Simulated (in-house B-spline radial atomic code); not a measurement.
Orbital energies and mean radii along the 10-electron series, configuration [He] 2s2 2p6. The effective charge is n√(-2ε), a non-relativistic measure. Computed with an all-electron radial atomic-structure program (B-spline basis): Dirac-Hartree-Fock, average of the configuration, finite nuclei.

```tsv
ion	Z	energy of 2p3/2 (Eh)	mean radius of 2p3/2 (bohr)	energy of 2s1/2 (Eh)	mean radius of 2s1/2 (bohr)	energy of 2p1/2 (Eh)	mean radius of 2p1/2 (bohr)	effective charge of 2p3/2
Cl7+	17	-12.859	0.40025	-15.441	0.43619	-12.925	0.39814	10.143
Ar8+	18	-15.587	0.37011	-18.399	0.40621	-15.674	0.36794	11.167
K9+	19	-18.566	0.34424	-21.614	0.38003	-18.679	0.342	12.187
Ca10+	20	-21.796	0.32177	-25.086	0.35699	-21.94	0.31946	13.205
Sc11+	21	-25.278	0.30208	-28.817	0.33654	-25.458	0.29969	14.221
Ti12+	22	-29.01	0.28466	-32.805	0.31826	-29.234	0.2822	15.234
V13+	23	-32.994	0.26916	-37.054	0.30184	-33.269	0.26662	16.247
Cr14+	24	?	?	?	?	?	?	?
Mn15+	25	-41.715	0.24272	-46.333	0.2735	-42.118	0.24002	18.268
Fe16+	26	-46.452	0.23136	-51.367	0.26119	-46.934	0.22857	19.277
Co17+	27	-51.441	0.22102	-56.664	0.24991	-52.013	0.21814	20.286
Ni18+	28	-56.681	0.21156	-62.225	0.23953	-57.356	0.2086	21.294
Cu19+	29	?	?	?	?	?	?	?
Zn20+	30	?	?	?	?	?	?	?
Ga21+	31	-73.913	0.18746	-80.515	0.21286	-74.979	0.18424	24.317
Ge22+	32	-80.16	0.1806	-87.15	0.20519	-81.389	0.17729	25.324
```

Fill in the row of Cr14+.

energy of 2p3/2 (Eh): -37.229; mean radius of 2p3/2 (bohr): 0.25526; energy of 2s1/2 (Eh): -41.563; mean radius of 2s1/2 (bohr): 0.28699; energy of 2p1/2 (Eh): -37.563; mean radius of 2p1/2 (bohr): 0.25263; effective charge of 2p3/2: 17.258.

Fill in the row of Cu19+.

energy of 2p3/2 (Eh): -62.173; mean radius of 2p3/2 (bohr): 0.20287; energy of 2s1/2 (Eh): -68.054; mean radius of 2s1/2 (bohr): 0.22996; energy of 2p1/2 (Eh): -62.963; mean radius of 2p1/2 (bohr): 0.19982; effective charge of 2p3/2: 22.302.

Fill in the row of Zn20+.

energy of 2p3/2 (Eh): -67.917; mean radius of 2p3/2 (bohr): 0.19486; energy of 2s1/2 (Eh): -74.15; mean radius of 2s1/2 (bohr): 0.22109; energy of 2p1/2 (Eh): -68.837; mean radius of 2p1/2 (bohr): 0.19173; effective charge of 2p3/2: 23.31.

How does the screening of 2p3/2 change?

Z less the effective charge goes from 6.86 at Z = 17 to 6.68 at Z = 32.
